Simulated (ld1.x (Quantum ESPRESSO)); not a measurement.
**erbium (Er) TM semilocal: all-electron and pseudo phase curves**

* Element: erbium (Er)
* Generator: ld1.x (Quantum ESPRESSO) 7.5
* Type: norm-conserving Troullier–Martins (semilocal form)
* Functional: LDA (PZ)
* Relativity: scalar-relativistic
* Frozen core: [Kr] 4d10
* Valence charge: 22
* Reference configuration: 4f12 5s2 5p6 5d0 6s1.75 6p0 (charge +0.25)
* Partial waves: 5s (bound): rc 1.40 bohr; 5p (bound): rc 2.00 bohr; 4f (bound): rc 1.05 bohr; 5d (bound, empty): rc 2.65 bohr
* Local potential: the d channel
* Core correction: a·sin(br)/r model core, default radius (core density twice the valence density)

Occupied shells without a wave of their own: 6s. They enter only through the test configuration that unscreens the potential, and ld1.x also counts them in the model core charge.

The phase is arctan(r·u′/u) with u = r·R(r), unwrapped; energies in Ry, scanned from -6 to 5 Ry. A pole is an energy at which the radial function vanishes at the test radius. The pseudo phase is shifted by a multiple of π to meet the all-electron one at the reference energy, and phase errors are pseudo minus all-electron; the curves can meet again beyond the range given. Levels narrower than the energy grid can be missing from the lists of poles.

| channel | radius (bohr) | reference energy (Ry) | poles, all-electron | poles, pseudo | unbroken range about the reference energy with phases within 0.05 rad | phase error 1 Ry above the reference energy (rad) |
| --- | --- | --- | --- | --- | --- | --- |
| s | 2.89 | -3.94 | -3.90, 2.25 | -3.90, 2.12 | below -0.3 | -0.000 |
| p | 2.89 | -2.06 | -1.93, 3.66 | -1.93, 3.22 | below 0.2 | -0.003 |
| d | 2.89 | -0.18 | 0.65 | 0.65 | the whole range | +0.001 |
| f | 2.89 | -0.36 | -0.33, 3.55 | -0.33, 3.62 | the whole range | +0.002 |

ld1.x takes every shell without a wave as core, so the model core holds the 6s electrons as well and exchange and correlation see them twice. This cancels in the reference configuration, but the file is broken for other ones, and its errors say nothing about a proper core correction.

Phases in the d channel:

```json
{"E (Ry)": "-6.00", "all-electron": "1.427", "pseudo": "1.427"}
{"E (Ry)": "-5.74", "all-electron": "1.423", "pseudo": "1.423"}
{"E (Ry)": "-5.48", "all-electron": "1.420", "pseudo": "1.420"}
{"E (Ry)": "-5.22", "all-electron": "1.416", "pseudo": "1.416"}
{"E (Ry)": "-4.96", "all-electron": "1.411", "pseudo": "1.411"}
{"E (Ry)": "-4.70", "all-electron": "1.407", "pseudo": "1.407"}
{"E (Ry)": "-4.44", "all-electron": "1.402", "pseudo": "1.402"}
{"E (Ry)": "-4.18", "all-electron": "1.396", "pseudo": "1.396"}
{"E (Ry)": "-3.92", "all-electron": "1.390", "pseudo": "1.390"}
{"E (Ry)": "-3.66", "all-electron": "1.383", "pseudo": "1.383"}
{"E (Ry)": "-3.40", "all-electron": "1.375", "pseudo": "1.375"}
{"E (Ry)": "-3.14", "all-electron": "1.366", "pseudo": "1.366"}
{"E (Ry)": "-2.88", "all-electron": "1.356", "pseudo": "1.356"}
{"E (Ry)": "-2.62", "all-electron": "1.343", "pseudo": "1.344"}
{"E (Ry)": "-2.36", "all-electron": "1.329", "pseudo": "1.329"}
{"E (Ry)": "-2.10", "all-electron": "1.311", "pseudo": "1.311"}
{"E (Ry)": "-1.84", "all-electron": "1.288", "pseudo": "1.289"}
{"E (Ry)": "-1.58", "all-electron": "1.258", "pseudo": "1.258"}
{"E (Ry)": "-1.32", "all-electron": "1.216", "pseudo": "1.216"}
{"E (Ry)": "-1.06", "all-electron": "1.151", "pseudo": "1.151"}
{"E (Ry)": "-0.80", "all-electron": "1.036", "pseudo": "1.036"}
{"E (Ry)": "-0.54", "all-electron": "0.778", "pseudo": "0.778"}
{"E (Ry)": "-0.28", "all-electron": "0.011", "pseudo": "0.011"}
{"E (Ry)": "-0.02", "all-electron": "-0.995", "pseudo": "-0.995"}
{"E (Ry)": "0.24", "all-electron": "-1.363", "pseudo": "-1.363"}
{"E (Ry)": "0.50", "all-electron": "-1.516", "pseudo": "-1.516"}
{"E (Ry)": "0.76", "all-electron": "-1.605", "pseudo": "-1.604"}
{"E (Ry)": "1.02", "all-electron": "-1.669", "pseudo": "-1.668"}
{"E (Ry)": "1.28", "all-electron": "-1.725", "pseudo": "-1.724"}
{"E (Ry)": "1.54", "all-electron": "-1.782", "pseudo": "-1.780"}
{"E (Ry)": "1.80", "all-electron": "-1.850", "pseudo": "-1.847"}
{"E (Ry)": "2.06", "all-electron": "-1.940", "pseudo": "-1.936"}
{"E (Ry)": "2.32", "all-electron": "-2.081", "pseudo": "-2.074"}
{"E (Ry)": "2.58", "all-electron": "-2.337", "pseudo": "-2.325"}
{"E (Ry)": "2.84", "all-electron": "-2.857", "pseudo": "-2.835"}
{"E (Ry)": "3.10", "all-electron": "-3.590", "pseudo": "-3.574"}
{"E (Ry)": "3.36", "all-electron": "-4.062", "pseudo": "-4.057"}
{"E (Ry)": "3.62", "all-electron": "-4.292", "pseudo": "-4.292"}
{"E (Ry)": "3.88", "all-electron": "-4.418", "pseudo": "-4.419"}
{"E (Ry)": "4.14", "all-electron": "-4.497", "pseudo": "-4.498"}
{"E (Ry)": "4.40", "all-electron": "-4.550", "pseudo": "-4.553"}
{"E (Ry)": "4.66", "all-electron": "-4.590", "pseudo": "-4.593"}
{"E (Ry)": "4.92", "all-electron": "-4.621", "pseudo": "-4.624"}
```
